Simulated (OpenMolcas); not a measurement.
Mo2+ (d4) among equal point charges was computed by CASSCF with the d shell active (OpenMolcas, ANO-RCC-VDZP on the metal). Its lowest spin-free states, and all those of the highest spin:

```tsv
2S+1	Degeneracy	E (cm-1)
5	2	0.0
5	3	5510
3	3	11032
3	2	15146
3	3	15751
3	3	16213
3	1	17517
3	1	18071
1	3	18526
1	2	19074
3	2	20399
3	3	20482
```

Is the site octahedral, tetrahedral or cube-like, axial, or of lower symmetry?

The states with 2S+1 = 5 have orbital degeneracies 2, 3. Threefold states need a cubic site. For d4 at this spin an octahedron puts the twofold E below the threefold T2 and a tetrahedron or cube puts the threefold T2 below the twofold E, so the site is octahedral. The first gap at this spin, 5510 cm-1, is |10Dq| in ligand-field theory. The run had Mo2+ among 6 point charges of -0.85 e arranged as an octahedron (Oh), 2.19 Å from the ion.

An orbital doublet at a regular site is open to a Jahn-Teller distortion, which this geometry leaves out. Without dynamic correlation the repulsion within the d shell is too large (B by tens of per cent), so at a given field states of lower spin stand too high. Point charges give a weaker field than real ligands, and real ions of this kind are as a rule low spin; the high spin found here belongs to the model. This is an electrostatic model: the charges have no orbitals. No measured value stands beside these numbers.
